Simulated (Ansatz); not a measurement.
Relaxation of H3OSSn (6 atoms, charge -1, multiplicity 1), to a largest force component of 0.015 eV/Å in at most 40 steps.

All numbers below come from RKS PBE/def2-SVP (Ansatz).

```xyz
6
Properties=species:S:1:pos:R:3
O 0.224 -2.529 1.407
S 1.077 -1.630 0.529
Sn -0.112 0.440 -0.216
H -1.545 0.528 -1.342
H 1.031 1.381 -1.225
H -0.675 1.811 0.847
```

Where does it end, and by what steps?

The forces met the threshold. Limits of this set-up: an anion without diffuse functions, the dipole of an ion depends on the origin. After 8 steps the energy has fallen by 0.129 eV; O1 moved furthest, 0.10 Å.

| step | energy less start (eV) | largest force component (eV/Å) | accepted |
| --- | --- | --- | --- |
| 0 | 0.0000 | 1.670 | yes |
| 1 | -0.0070 | 1.001 | yes |
| 2 | -0.0787 | 1.124 | yes |
| 3 | -0.1241 | 0.287 | yes |
| 4 | -0.1274 | 0.116 | yes |
| 5 | -0.1282 | 0.024 | yes |
| 6 | -0.1284 | 0.017 | yes |
| 7 | -0.1282 | 0.023 | no |
| 8 | -0.1286 | 0.010 | yes |

```xyz
6
Properties=species:S:1:pos:R:3
O 0.255 -2.621 1.444
S 1.050 -1.612 0.532
Sn -0.140 0.520 -0.251
H -1.559 0.516 -1.354
H 1.069 1.373 -1.235
H -0.675 1.823 0.865
```

The run took 17 s on 1 thread of Arm Neoverse V2, with other jobs on the host, peak memory 0.14 GiB.
